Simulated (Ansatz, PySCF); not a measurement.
CH7NSi2, SMILES C1N[SiH2][SiH2]1. Atoms are numbered in the order given.

```xyz
11

C     -0.8478     1.1907    -0.2727
N      0.6120     1.1274    -0.4445
Si     1.2113    -0.4580    -0.0206
Si    -1.0970    -0.6302     0.3383
H     -1.1702     1.9417     0.4740
H     -1.3920     1.4066    -1.2122
H      1.0989     1.9566    -0.7711
H      1.8639    -1.2314    -1.1259
H      2.1621    -0.5136     1.1364
H     -1.9280    -1.4789    -0.5649
H     -1.6240    -0.7505     1.7292
```
Charge 0, spin multiplicity 1.

Coordinates come from a B3LYP-D3(BJ)/def2-SVP optimisation. The structure was generated by enumeration, and PubChem lists no compound with its InChIKey, so it may never have been made.

Two levels are set side by side: PBE-D3(BJ)/def2-SVP (Ansatz, a quantum-chemistry and plane-wave program) and B3LYP-D3(BJ)/def2-SVP (Ansatz). Each level has its own optimised geometry; the coordinates shown are those of the second. Frequencies come from the Hessian of PySCF at each geometry. Differences are taken from unrounded values.

```csv
quantity,B3LYP-D3(BJ)
mean bond length (Å),1.519
bond C1–N2 (Å),1.471
bond C1–Si4 (Å),1.937
bond N2–Si3 (Å),1.747
bond Si3–Si4 (Å),2.342
bond C1–H5 (Å),1.107
bond C1–H6 (Å),1.107
bond N2–H7 (Å),1.016
bond Si3–H8 (Å),1.499
bond Si3–H9 (Å),1.499
bond Si4–H10 (Å),1.492
bond Si4–H11 (Å),1.492
highest harmonic wavenumber (cm⁻¹),3583
mean harmonic wavenumber (cm⁻¹),1255
zero-point energy (kcal/mol),48.46
```

Q: What does PBE-D3(BJ) give, and how far is it from B3LYP-D3(BJ)? (The exact figures need the calculation; the answer reports its results.)

A: 
```csv
quantity,PBE-D3(BJ),PBE-D3(BJ) minus B3LYP-D3(BJ)
mean bond length (Å),1.528,0.009
bond C1–N2 (Å),1.470,-0.001
bond C1–Si4 (Å),1.943,0.006
bond N2–Si3 (Å),1.757,0.009
bond Si3–Si4 (Å),2.345,0.002
bond C1–H5 (Å),1.116,0.009
bond C1–H6 (Å),1.116,0.009
bond N2–H7 (Å),1.023,0.008
bond Si3–H8 (Å),1.513,0.015
bond Si3–H9 (Å),1.513,0.015
bond Si4–H10 (Å),1.505,0.013
bond Si4–H11 (Å),1.505,0.013
highest harmonic wavenumber (cm⁻¹),3502,-82
mean harmonic wavenumber (cm⁻¹),1218,-38
zero-point energy (kcal/mol),47.00,-1.46
```

Exact exchange shortens and stiffens bonds; PBE has none. Differences between two approximate levels are no errors against the true value.
